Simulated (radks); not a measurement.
Q: Pb18+, 64 electrons, occupied as [Kr] 4d10 4f14 5s2 5p2. Method: Dirac Kohn-Sham, exchange-only PBE, spin-unpolarised, spherical densities, finite nucleus; open shells fill j = l - 1/2 first; Fermi nuclear charge, rms radius 5.5012 fm; computed with a radial shooting solver on a logarithmic mesh with Libxc functionals. Some entries of the table are withheld. Estimate them.

orbital  occ.  eigenvalue (eV)  r(max) (bohr)  <r> (bohr)
1s1/2       2        -88327.20       0.009845     0.01606
2s1/2       2        -16117.16            (1)     0.06691
2p1/2       2        -15502.01        0.04198     0.05487
2p3/2       4        -13311.79        0.04969     0.06378
3s1/2       2        -4166.768            (2)      0.1739
3p1/2       2        -3887.630         0.1503      0.1643
3p3/2       4        -3398.294         0.1659      0.1806
3d3/2       4        -2937.297         0.1287      0.1568
3d5/2       6        -2832.998         0.1330      0.1617
4s1/2       2        -1241.213         0.3622      0.3829
4p1/2       2        -1119.831         0.3596      0.3837
4p3/2       4        -999.0004         0.3909      0.4174
4d3/2       4              (3)         0.3816      0.4204
4d5/2       6              (4)         0.3911      0.4309
4f5/2       6        -519.5043         0.3440         (5)
4f7/2       8        -514.1933         0.3483         (6)
5s1/2       2        -500.9447         0.7604      0.7902
5p1/2       2              (7)         0.7859      0.8207
5p3/2       0              (8)         0.8445      0.8769

A: 
(1) 2s1/2 r(max) (bohr): 0.05738
(2) 3s1/2 r(max) (bohr): 0.1614
(3) 4d3/2 eigenvalue (eV): -800.4075
(4) 4d5/2 eigenvalue (eV): -777.6321
(5) 4f5/2 <r> (bohr): 0.4356
(6) 4f7/2 <r> (bohr): 0.4409
(7) 5p1/2 eigenvalue (eV): -454.8237
(8) 5p3/2 eigenvalue (eV): -424.4168
